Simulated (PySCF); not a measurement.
## What PySCF settings do for ClNTi

Base input, run as `OMP_NUM_THREADS=1 python input.py` with PySCF 2.14:

```python
from pyscf import gto, scf, mp

mol = gto.M(
    atom='Ti -0.5117 0 -0.5385; N -1.8363 0 0.2569; Cl 1.4367 0 0.635',
    basis='6-31g',
    charge=0,
    spin=0,
    symmetry=True,
    verbose=3,
)
mf = scf.RHF(mol)
mf.kernel()
mp.MP2(mf, frozen=11).kernel()
mf.dip_moment()
print('orbital energies (hartree):', mf.mo_energy[..., max(0, mol.nelec[1]-3):mol.nelec[0]+3].round(4))
```

Base result: E(SCF) = -1362.199607 Eh, E(MP2) − E(SCF) = -0.46474 Eh, μ(SCF) = 7.28 D. 

Run time: 2 s on 1 thread of Arm Neoverse N1 (shared host), peak memory 0.12 GiB.

Each row names what differs from the base; energies in brackets are changes from the base.

| change | result | wall time (s) |
| --- | --- | --- |
| spin (2S): 0 → 4; SCF type: RHF → UHF [a high spin state] | E(SCF) = -1362.137659 Eh (+1.6857 eV), E(MP2) − E(SCF) = -0.26549 Eh, ⟨S²⟩ = 6.010, μ(SCF) = 4.47 D | 2.3 |
| basis set: 6-31g → lanl2dz; core potential: off → on; frozen orbitals: 11 → 1 | E(SCF) = -126.613248 Eh, E(MP2) − E(SCF) = -0.43603 Eh, μ(SCF) = 7.17 D | 1.3 |
| electric field along z (a.u.): none → 0.01; point-group symmetry: on → off | E(SCF) = -1362.172355 Eh (+0.7416 eV), E(MP2) − E(SCF) = -0.46711 Eh, μ(SCF) = 6.65 D | 1.9 |
| Cartesian functions: off → on | E(SCF) = -1362.202640 Eh (-0.0825 eV), E(MP2) − E(SCF) = -0.47430 Eh, μ(SCF) = 7.25 D | 1.9 |
| charge: 0 → 1; spin (2S): 0 → 1; SCF type: RHF → UHF [another spin of the ion may lie lower] | E(SCF) = -1361.879589 Eh (+8.7081 eV), E(MP2) − E(SCF) = -0.39018 Eh, ⟨S²⟩ = 0.941 | 2.4 |
| functional: none (Hartree–Fock) → o3lyp; SCF type: RHF → RKS; step after the SCF: mp2 → analyze | E(SCF) = -1364.359595 Eh, μ(SCF) = 6.19 D | 4.9 |
| point-group symmetry: on → off | E(SCF) = -1362.199607 Eh (+0.0000 eV), E(MP2) − E(SCF) = -0.46474 Eh, μ(SCF) = 7.28 D | 1.9 |

Q: Order these changes by how far they move the SCF energy from the base, largest first: (1) Cartesian functions: off → on; (2) electric field along z (a.u.): none → 0.01; point-group symmetry: on → off; (3) point-group symmetry: on → off.

A: (2) +0.7416 eV, (1) -0.0825 eV, (3) +0.0000 eV.
